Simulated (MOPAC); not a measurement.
MOPAC input (PM6):

```
PM6 FORCE THERMO(298,298) PRECISE LET GEO-OK AUX(PRECISION=9) THREADS=1
SSi

Si    0.00000000 1    0.00000000 1   -1.06712868 1
S     0.00000000 1    0.00000000 1    0.93792868 1
```

From the output:

```
     S    2   3.804927   3.804935

          HEAT OF FORMATION =      61.308830 KCALS/MOLE

          ZERO POINT ENERGY       0.939 KCAL/MOL

           NORMAL COORDINATE ANALYSIS (Total motion = 1 Angstrom)

   Root No.       1

                 1 Sig

                 656.8

           1    0.5330
           2   -0.0000
           3   -0.0000
           4   -0.4670
           5    0.0000
           6    0.0000

           MASS-WEIGHTED COORDINATE ANALYSIS (NORMAL COORDINATES)

   Root No.       1

                 1 Sig

                 656.8

           1    0.7301
           2   -0.0000
           3   -0.0000
           4   -0.6833
           5    0.0000
           6    0.0000

          DESCRIPTION OF VIBRATIONS

 VIBRATION          1    1Sig        ATOM PAIR     ENERGY CONTRIBUTION    RADIAL
 FREQUENCY           656.79         Si1 -- S 2        +100.0% (100.0%)    100.0%
 TRANSITION DIPOLE   2.6690
 TRAVEL (Ang.)       0.0828
 REDUCED MASS       14.9707
 EFFECTIVE MASS     29.9087
 FORCE CONSTANT      3.8049

      SYMMETRY NUMBER FOR POINT-GROUP C*v =  1

          SYSTEM IS A GROUND STATE

 SSi

          MOLECULE IS LINEAR

          THERE ARE  1 GENUINE VIBRATIONS IN THIS SYSTEM
          THIS THERMODYNAMICS CALCULATION IS LIMITED TO
          MOLECULES WHICH HAVE NO INTERNAL ROTATIONS

                    CALCULATED THERMODYNAMIC PROPERTIES
                                          *
   TEMP. (K)   PARTITION FUNCTION   H.O.F.    ENTHALPY  HEAT CAPACITY ENTROPY
                                   KCAL/MOL   CAL/MOLE    CAL/K/MOL  CAL/K/MOL

 298.00  VIB.     0.1044D+01                    82.2444     0.9135     0.3612
         ROT.     0.7395D+03                   592.1869     1.9872    15.1146
         INT.     0.7719D+03                   674.4313     2.9007    15.4757
         TRA.     0.4510D+27                  1480.4672     4.9680    38.2003
         TOT.                       61.309    2154.8985     7.8687    53.6760

   *: NOTE: HEATS OF FORMATION ARE RELATIVE TO THE
            ELEMENTS IN THEIR STANDARD STATE AT 298K
              (=  Standard Enthalpy of Formation).

            Hvib:  Zero-point energy is not included.
                   frequencies of less than zero cm-1 are not included.
            Hrot = (3/2)RT
            Htra = (3/2)RT + pV = (5/2)RT

            Heat capacity is Cp, not Cv

          For more information, see: HTTP://OpenMOPAC.net/Manual/thermochemistry.html

           FORCE CONSTANT IN CARTESIAN COORDINATES (Millidynes/A)

    ATOM   CHEMICAL       X               Y               Z
   NUMBER   SYMBOL  FORCE CONSTANT  FORCE CONSTANT  FORCE CONSTANT

      1      Si        3.804928        0.000206        0.000206
      2       S        3.804927        0.000206        0.000206

 **********************
 *                    *
 * JOB ENDED NORMALLY *
 *                    *
 **********************

 == MOPAC DONE ==
```
